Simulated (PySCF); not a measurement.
**State search for TlP**

Unrestricted PBE0; Tl def2-SVPD with ECP60, P def2-SVPD; scalar-relativistic core potentials (PySCF 2.14). Outer shells of the fragments: Tl 5d10 6s2 6p1; P 3s2 3p3.

Followed along the bond (rough minima from three points):

| 2Ms+1 | unpaired | ⟨S²⟩ at the start | R at minimum (Å) | Te (eV) |
| --- | --- | --- | --- | --- |
| 3 | π ↑↑ | 2.01 | 2.74 | 0.00 |
| 1 | π ↑↓ | 1.01 | 2.74 | 0.33 |
| 3 | σ ↑, π ↑ | 2.01 | 2.55 | 0.37 |
| 1 | σ ↓, π ↑ | 1.02 | 2.53 | 0.61 |
| 1 | none | 0.00 | 2.73 | 1.39 |

Solutions found at the starting distance of 2.495 Å, counted from the lowest of them; the search is not exhaustive and high or unbound solutions are not listed, so other states can lie among these:

| 2Ms+1 | unpaired | term | E (eV) | ⟨S²⟩ | ⟨Lz²⟩ | μ (D) |
| --- | --- | --- | --- | --- | --- | --- |
| 3 | π ↑↑ | ³Σ⁻ | 0.00 | 2.01 | 0.00 | -1.58 |
| 3 | σ ↑, π ↑ | ³Π | 0.17 | 2.01 | 1.02 | -3.15 |
| 1 | π ↑↓ | mixed | 0.33 | 1.01 | 2.02 | -1.55 |
| 1 | σ ↓, π ↑ | mixed | 0.40 | 1.02 | 1.02 | -3.16 |
| 1 | none | mixed | 1.37 | 0.00 | 2.00 | -1.30 |
| 1 | none | ¹Σ⁺ | 1.48 | 0.00 | 0.00 | -4.37 |
| 5 | σ ↑, π ↑↑↑ | ⁵Π | 2.14 | 6.01 | 1.00 | 1.14 |
| 3 | σ ↑, π ↑↑↓ | mixed | 2.73 | 3.02 | 3.03 | 1.10 |
| 3 | σ ↓, π ↑↑↑ | mixed | 2.78 | 3.02 | 1.00 | 1.18 |
| 3 | π ↑↑ | mixed | 3.42 | 2.01 | 2.01 | -0.82 |
| 3 | π ↑↑ | mixed | 3.66 | 2.01 | 2.01 | -0.87 |
| 5 | σ ↑↑, π ↑↑ | ⁵Σ⁻ | 4.13 | 6.00 | 0.00 | 4.26 |
| 3 | π ↑↑ | mixed | 4.58 | 2.01 | 2.01 | 3.63 |
| 3 | σ ↑↑, π ↑↓ | mixed | 4.81 | 3.01 | 2.03 | 4.82 |

A term symbol is given only where ⟨S²⟩ and ⟨Lz²⟩ are close to those of a pure state; real π, δ and φ orbitals otherwise mix terms. A positive dipole means Tl(−)P(+).

These are scalar-relativistic numbers at best; spin–orbit coupling would shift them, the dissociation energy most.
